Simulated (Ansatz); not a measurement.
Molecule: disulfane, H$_{2}$S$_{2}$, charge 0, multiplicity 1. 
Coordinates optimised at B3LYP-D3(BJ)/def2-TZVP (Ansatz, an electronic-structure program):
SMILES: SS
```xyz
4

S     -0.9222     0.0561     0.4718
S      0.9228     0.0543    -0.4709
H     -1.5351    -0.8736    -0.2871
H      1.5259    -0.8942     0.2724
```

Basis-set convergence of Hartree-Fock and CCSD correlation energies (hartree) with Ansatz. Cores are frozen in the correlated levels unless marked. Spin-orbit coupling is left out. Non-relativistic.

```tsv
basis	functions	E(HF)	E(corr, CCSD)
def2-SVPD	70	-795.97900	-0.31924
def2-TZVPPD	136	-796.25147	-0.39676
def2-QZVPPD	224	-796.27341	-0.42292
```

Extrapolating the two largest sets (X = 3 and 4) as X^-3: E(corr) = (64·(-0.42292) - 27·(-0.39676))/37 = -0.4420 Eh, an estimate of the basis-set limit. The largest set recovers 95.7 % of it, the smallest 72.2 %.
